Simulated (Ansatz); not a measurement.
Consider the atomization: `C[SiH2][SiH](O)O` → C• + 8 H• + 2 O• + 2 Si•.

Isolated molecules relaxed with PBE0-D4/def2-TZVP in Ansatz; ΔE leaves out vibrations. CCSD(T)/CBS is the MP2 limit (def2-TZVPP, def2-QZVPP) plus CCSD(T) − MP2 in def2-TZVPP, frozen cores. This one scheme is used for every species, atoms too. For atomizations the MP2-based limit and the directly extrapolated one differ by several kJ/mol either way, and by 10 to 25 for some Ge, Se and Sn compounds, so smaller differences from it don't rank the levels. DFT in def2-TZVPP. B3LYP here is the variant with VWN-RPA as its local correlation; programs differ in this. Open shells (•) are unrestricted, without spin–orbit coupling. Spin–orbit coupling would lower the free atoms: a little for C, O, Si. One conformer a species, not always the lowest.

Task: What is ΔE at CCSD(T)/CBS? (Best estimate.)

Result: The calculation gave: +1122.1 kcal/mol.

Task: What do these levels give: PBE0-D4, PBE0, B3LYP, HF/def2-QZVPP, SCS-MP2/def2-QZVPP, MP2/CBS(def2)? (An estimate is asked.)

Result: Computed: PBE0-D4 1107.3, PBE0 1101.8, B3LYP 1104.2, HF/def2-QZVPP 825.4, SCS-MP2/def2-QZVPP 1123.8, MP2/CBS(def2) 1134.6 kcal/mol.

Largest T1 diagnostic among the species: 0.012.

In def2-TZVPP, CCSD(T) changes the Hartree–Fock value by +267.9 kcal/mol (the triples alone add +13.4 kcal/mol) and MP2 by +280.3 kcal/mol; breaking electron pairs costs correlation energy, which Hartree–Fock lacks. From PBE to PBE0 (25 % exact exchange), in def2-TZVPP and without D4, ΔE moves by −14.2 kcal/mol: exact exchange takes away binding that semilocal exchange gives to molecules. The D4 term adds +10.4 kcal/mol with B3LYP and +5.5 kcal/mol with PBE0; it sums over pairs of atoms, weighted by their polarisabilities, and B3LYP, whose exchange is more repulsive, gets the larger term.
